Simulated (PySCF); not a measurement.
Computed IR spectrum (relative IR intensity) of a molecule C5H6O2. Geometry optimised at PBE-D3(BJ)/def2-SVP. One conformer was computed; it need not be the lowest. These are PySCF with PBE-D3(BJ)/def2-SVP values and carry that method's errors. Frequencies are harmonic and unscaled.

ν (cm⁻¹): 244 (vw), 415 (w), 562 (vw), 708 (w), 737 (vw), 843 (w), 898 (vw), 950 (w), 976 (w), 983 (w), 1086 (w), 1160 (m), 1234 (m), 1245 (vw), 1293 (w), 1333 (vw), 1358 (w), 1396 (w), 1638 (w), 1748 (vs), 2829 (m), 2863 (m), 3009 (w), 3061 (vw), 3091 (vw) (against the strongest line: vs over 80 %, s over 45 %, m over 15 %, w over 4 %, vw less)

Q: Pick the molecule that these values belong to.
(A) O=C1C=CCOC1
(B) C=C1OCOC1=C
(C) C#CCCC(=O)O
(D) C#CCC(=O)OC

A: A, O=C1C=CCOC1
